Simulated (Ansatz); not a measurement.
`C[SiH2][AlH][O][SiH3]` + CH₃NH₂ → `C[NH][AlH][O][SiH3]` + `C[SiH3]`  (cleavage of the Al–Si bond)

Computed with Ansatz on PBE0-D4/def2-TZVP structures; ΔE is electronic, products minus reactants. CBS: MP2 limit from def2 TZ/QZ plus the TZ coupled-cluster correction, frozen cores. This one scheme is used for every species. DFT in def2-TZVPP. B3LYP here is the variant with VWN-RPA as its local correlation; programs differ in this. One conformer a species, not always the lowest.

`C[SiH2][AlH][O][SiH3]`:

```xyz
14

C     0.575   -0.857    1.835
Si    1.140   -1.630    0.214
Al    0.251   -0.478   -1.761
O    -0.671    0.915   -1.498
Si   -1.439    2.143   -0.763
H    -0.513   -0.886    1.921
H     0.999   -1.390    2.689
H     0.885    0.188    1.896
H     0.737   -3.069    0.178
H     2.634   -1.628    0.154
H     0.454   -0.905   -3.275
H    -2.911    1.973   -0.893
H    -1.096    2.189    0.686
H    -1.044    3.435   -1.382
```

CH₃NH₂:

Z-matrix (Å, degrees):
```
C
N 1 1.453
H 1 1.092 2 109.4
H 1 1.100 2 115.4 3 -121.6
H 1 1.092 2 109.4 3 116.8
H 2 1.012 1 110.6 3 62.6
H 2 1.012 1 110.6 3 -179.3
```

`C[NH][AlH][O][SiH3]`:

```xyz
13

C    -0.910    0.062    1.850
N    -1.277    0.996    0.806
Al   -0.641    1.127   -0.832
O     0.560    0.049   -1.318
Si    1.690   -1.097   -1.503
H    -0.132   -0.614    1.488
H    -1.755   -0.559    2.169
H    -0.512    0.566    2.739
H    -1.996    1.638    1.105
H    -1.183    2.225   -1.818
H     1.815   -1.917   -0.265
H     1.329   -2.000   -2.630
H     3.011   -0.477   -1.791
```

`C[SiH3]`:

```xyz
8

C     0.057    0.388   -0.906
Si   -0.051   -0.347    0.811
H     0.798   -0.141   -1.509
H     0.346    1.440   -0.859
H    -0.906    0.323   -1.417
H    -0.443   -1.782    0.745
H    -1.063    0.374    1.630
H     1.262   -0.255    1.506
```

```
             level  ΔE (kJ/mol)
            PBE-D4        -80.3
         r2SCAN-D4        -97.4
          B3LYP-D4        -99.1
               PBE        -80.6
CCSD(T)/def2-TZVPP        -98.8
     HF/def2-QZVPP       -109.6
      HF/CBS(def2)       -109.8
    CCSD/CBS(def2)        -99.4
```

Task: What does CCSD(T)/CBS give? (Best estimate.)

Result: The calculation gave: -98.0 kJ/mol. The listed levels differ from it by 17.7, 0.6, -1.1, 17.4, -0.8, -11.6, -11.8, -1.4 kJ/mol.

Largest T1 diagnostic among the species: 0.012.

From PBE to PBE0 (25 % exact exchange), in def2-TZVPP and without D4, ΔE moves by −3.9 kJ/mol.
